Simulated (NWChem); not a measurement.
System meant: C2H5BF2O; SMILES OB(CF)CF

NWChem input:

```
start job
memory heap 200 mb stack 900 mb global 1100 mb
geometry units angstroms noautoz
  O     -0.044399     1.354173    -0.243629
  B     -0.032204     0.032960    -0.010465
  C     -1.371193    -0.802057    -0.068842
  F     -2.475273    -0.043469    -0.366793
  C      1.367603    -0.648491     0.316310
  F      2.355720     0.329280     0.324574
  H      0.854171     1.709797    -0.170200
  H     -1.536170    -1.317696     0.898611
  H     -1.273889    -1.612000    -0.819286
  H      1.636731    -1.413862    -0.434637
  H      1.366512    -1.156975     1.297564
end
basis spherical
  O library def2-svp
  B library def2-svp
  C library def2-svp
  F library def2-svp
  H library def2-svp
end
dft
  xc xpbe96 cpbe96
  iterations 4
  mulliken
end
task dft energy
```

End of the output:

```
    Atom       Charge   Shell Charges
 -----------   ------   -------------------------------------------------------
    1 O    8     7.91   1.97  0.85  0.54  2.70  1.82  0.02
    2 B    5     5.19   1.96  0.53  0.22  1.52  0.65  0.31
    3 C    6     5.96   1.96  0.59  0.31  1.84  1.12  0.14
    4 F    9     9.11   1.98  1.02  0.74  3.21  2.15  0.01
    5 C    6     5.96   1.96  0.60  0.31  1.83  1.12  0.13
    6 F    9     9.12   1.98  1.02  0.75  3.21  2.16  0.01
    7 H    1     0.90   0.55  0.18  0.18
    8 H    1     0.96   0.64  0.26  0.07
    9 H    1     0.96   0.64  0.26  0.07
   10 H    1     0.96   0.64  0.26  0.07
   11 H    1     0.96   0.64  0.26  0.07

 center of mass
 --------------
 x =   0.08562242 y =   0.01945302 z =   0.00148100

 moments of inertia (a.u.)
 ------------------
        1022.997133319856          -0.000000000000           0.000000000000
          -0.000000000000         205.238142967579           0.000000000000
           0.000000000000           0.000000000000        1205.710237148617

     Multipole analysis of the density
     ---------------------------------

     L   x y z        total         alpha         beta         nuclear
     -   - - -        -----         -----         ----         -------
     0   0 0 0     -0.000000    -24.000000    -24.000000     48.000000

     1   1 0 0     -0.731080     -0.365540     -0.365540      0.000000
     1   0 1 0     -0.613061     -0.306530     -0.306530     -0.000000
     1   0 0 1     -0.015930     -0.007965     -0.007965     -0.000000

     2   2 0 0    -23.330949    -69.821043    -69.821043    116.311136
     2   1 1 0     -2.087137      0.379238      0.379238     -2.845614
     2   1 0 1     -0.007404     -0.016860     -0.016860      0.026315
     2   0 2 0    -30.664857   -266.079739   -266.079739    501.494622
     2   0 1 1      0.045835     -0.071330     -0.071330      0.188496
     2   0 0 2    -24.161659    -17.663144    -17.663144     11.164628

 ------------------------------------------------------------------------
 dft energy failed                                                                                  0
 ------------------------------------------------------------------------
 ------------------------------------------------------------------------
  current input line :
    28: task dft energy
 ------------------------------------------------------------------------
 ------------------------------------------------------------------------
 This type of error is most commonly associated with calculations not reaching convergence criteria
 ------------------------------------------------------------------------
 For more information see the NWChem manual at https://nwchemgit.github.io

0:dft energy failed:Received an Error in Communication
```

**Question.** Can this run be used? If not, why, and what is the fix?

**Answer.** Convergence was not reached. Cause: the SCF was allowed too few iterations. This input runs:
```
start job
memory heap 200 mb stack 900 mb global 1100 mb
geometry units angstroms noautoz
  O     -0.044399     1.354173    -0.243629
  B     -0.032204     0.032960    -0.010465
  C     -1.371193    -0.802057    -0.068842
  F     -2.475273    -0.043469    -0.366793
  C      1.367603    -0.648491     0.316310
  F      2.355720     0.329280     0.324574
  H      0.854171     1.709797    -0.170200
  H     -1.536170    -1.317696     0.898611
  H     -1.273889    -1.612000    -0.819286
  H      1.636731    -1.413862    -0.434637
  H      1.366512    -1.156975     1.297564
end
basis spherical
  O library def2-svp
  B library def2-svp
  C library def2-svp
  F library def2-svp
  H library def2-svp
end
dft
  xc xpbe96 cpbe96
  iterations 150
  mulliken
end
task dft energy
```
It converges to -378.31435 Ha (PBE/def2-SVP).
